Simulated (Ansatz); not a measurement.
Geometry optimisation, Ansatz, UKS LDA/def2-SVP.

The input (input.yaml):

```yaml
crystal:
  periodic: [false, false, false]
  atoms:
    - { symbol: Si, position_ang: [0.0, 0.0, 0.0] }
    - { symbol: H, position_ang: [0.0, 0.0, 1.71] }
    - { symbol: O, position_ang: [1.5842, 0.0, -0.5594] }
    - { symbol: H, position_ang: [1.9006, -0.9521, -0.6761] }
    - { symbol: O, position_ang: [-0.7913, 1.3709, -0.5594] }
    - { symbol: H, position_ang: [-1.7491, 1.1401, -0.7818] }
    - { symbol: O, position_ang: [-0.7913, -1.3709, -0.5594] }
    - { symbol: H, position_ang: [-1.2459, -1.8365, 0.2129] }
    - { symbol: F, position_ang: [0.0, 0.0, 2.93] }
magnetization:
  spin_polarized: true
  initial_magnetization: 1
basis:
  gaussian: { orbitals: def2-SVP }
hamiltonian:
  xc: lda
relax:
  f_tol: 0.15
  max_steps: 25
  restrain:
    - { distance: [1, 8], at: 0.92, k: 30.0 }
    - { distance: [0, 1], at: 2.66, k: 30.0 }
output:
  orbitals: {}
```

Command:

```bash
$ ansatz run input.yaml --threads 4 --pin off --max-ram 5120MiB --backend cpu --events-out ev --progress --plain --runs-dir out
```

Where does it end, and by what steps?

The run converged. The restraints hold the end off the free minimum. After 20 steps the energy has fallen by 0.916 eV (the restraints' own energy left out); F9 moved furthest, 1.09 Å. Joined: H2–F9 (1.22 → 0.94 Å).

```csv
step,energy less start (eV),largest force component (eV/Å),accepted
0,0.0000,2.539,yes
1,-0.4345,1.665,yes
2,0.0510,5.913,yes
3,-0.2194,2.882,yes
4,-0.5079,0.675,yes
5,-0.4489,2.316,no
6,-0.5555,0.518,yes
7,-0.5807,0.530,yes
8,-0.5992,0.558,yes
9,-0.6009,0.934,no
10,-0.6085,0.602,yes
11,-0.6255,0.286,yes
12,-0.6482,0.297,yes
13,-0.6844,0.319,yes
14,-0.7418,0.328,yes
15,-0.8082,0.497,yes
16,-0.8763,0.546,yes
17,-0.9078,0.394,yes
18,-0.9122,0.555,yes
19,-0.9089,0.566,no
20,-0.9157,0.541,yes
```

```xyz
9
Properties=species:S:1:pos:R:3
Si 0.090 0.165 -0.266
H -0.081 -0.124 2.365
O 1.456 -0.079 -1.160
H 2.055 -0.762 -0.809
O -0.741 1.267 -1.171
H -1.684 1.346 -0.936
O -0.785 -1.209 0.037
H -0.857 -1.357 1.016
F -0.545 -0.895 2.640
```

Run time: 17 s on 4 threads of Arm Neoverse V1, with other jobs on the host, peak memory 0.14 GiB.
